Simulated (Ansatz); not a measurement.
Coupled-cluster diagnostics for the cluster Li3Si6, Ansatz.

Geometry of the doublet (PBE0-D4/def2-SVP):

```xyz
9

Li   -1.8569   -1.4173   -1.5620
Li    1.8538    0.6126   -1.5467
Li   -1.5208    1.3635    1.5691
Si    0.9224    0.5067    0.9404
Si    1.6098   -1.6436    1.2926
Si   -0.9769   -1.1002    0.9947
Si    0.2873    2.5733    0.0639
Si    0.5012   -1.5684   -0.8128
Si   -0.8198    0.6736   -0.9392
```

Correlated methods freeze 30 core orbitals; core or outer-core shells of Li are correlated, in sets that lack core-valence functions. The structure comes from a short search, and lower isomers may exist.

(1) Estimate the CCSD(T) correlation energy, the shares of MP2 and (T), T1 and the reference's ⟨S²⟩ for: charge 0, doublet, own geometry in def2-SVP; and the rough time on 4 threads of AMD EPYC 9R45 on a shared host.

Answers

(1) 
| state | basis | correlation (eV) | MP2 share (%) | (T) share (%) | T1 | ⟨S²⟩ (pure) | wall time |
| --- | --- | --- | --- | --- | --- | --- | --- |
| charge 0, doublet, own geometry | def2-SVP | -18.744 | 90.7 | 7.7 | 0.026 | 0.85 (0.75) | 14 s |
Customary marks for T1 are 0.02 (closed shells), 0.045 (open shells) and about 0.05 (3d metals). T1 exceeds 0.02 in 1 of 1 rows and 0.045 in 0; the higher it lies, the less the single-reference result can be trusted.
